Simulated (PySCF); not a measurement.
# How methods differ on the ionisation energy of N⁺

N⁺ [He] 2s2 2p2 (3P) → N²⁺ [He] 2s2 2p1 (2P), as a difference of total energies. Calculation: PySCF 2.14, in aug-cc-pVTZ with one added diffuse shell each of s, p, d, f type (6s5p4d3f, 62 functions); the non-relativistic Hamiltonian (point nucleus). Correlated levels: valence: 1s2 frozen. The calculations carry no spin-orbit coupling.

| method | ionisation energy (eV) | difference from reference (eV) |
| --- | --- | --- |
| UHF | 29.193 | -0.408 |
| LDA | 30.041 | +0.440 |
| PBE | 29.888 | +0.287 |
| PBE0 | 29.898 | +0.297 |
| r2SCAN | 30.127 | +0.526 |
| B97-3 | 29.837 | +0.236 |
| MN15 | 29.674 | +0.073 |
| BP86 | 29.915 | +0.314 |
| r2SCANh | 30.104 | +0.503 |
| MP2 (valence) | 29.613 | +0.012 |
| SCS-MP2 (valence) | 29.477 | -0.124 |

Reference: 29.601 eV (semi-empirical (NIST evaluation); NIST Atomic Spectra Database, ionization energies).

Errors of the correlated levels include the incompleteness of this basis and the frozen core.
